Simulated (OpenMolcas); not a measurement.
Computed levels of 3s² 3p in ions with 13 electrons, in cm-1 above ²P°_1/2.

```json
{"Program": "OpenMolcas 26.06", "Method": "XMS-CASPT2, IPEA 0.25 Eh, imaginary shift 0.1 Eh", "Basis": "ANO-RCC-VTZP", "Scalar Hamiltonian": "DKH2, point nucleus", "Spin-orbit coupling": "state interaction with AMFI integrals over the reference wave functions, term energies averaged over their components"}
```

Active space for each ion: 1 electron in 3 orbitals (3p); closed shells correlated by CASPT2: 2s 2p 3s.

```
  Level    Al  Si+  P2+  Cl4+  Ar5+
²P°_3/2  94.4  246  501  1407  2100
```

Question: Estimate ²P°_3/2 for S3+ from its neighbours P2+ and Cl4+.

Answer: ²P°_3/2 is fine structure, which grows about as the fourth power of a screened charge, so the fourth roots are averaged: ((501^0.25 + 1407^0.25) / 2)^4 = 868. The calculation gives 874, so the estimate is off by -0.7 %; the measured value is 951 (NIST levels in Podobedova, Kelleher and Wiese, J. Phys. Chem. Ref. Data 38, 171 (2009)).

CASPT2 breaks the degeneracy within a term, and the mean is taken; among the terms shown or strongly mixed into the levels shown the widest spread is 66 cm-1 (3s² 3p ²P°, Cl4+). With one active electron, CASPT2 adds the correlation within the correlated inactive shells and between them and that electron, and leaves the splitting within a term as the reference gives it. Computed and measured levels are paired by configuration, term and J; levels that our copy of the source lacks, or whose pairing is in doubt (as where it misses far off the trend of its configuration), stay unpaired and out of the deviations. Levels of configurations outside the active space are missing.

° marks odd parity.
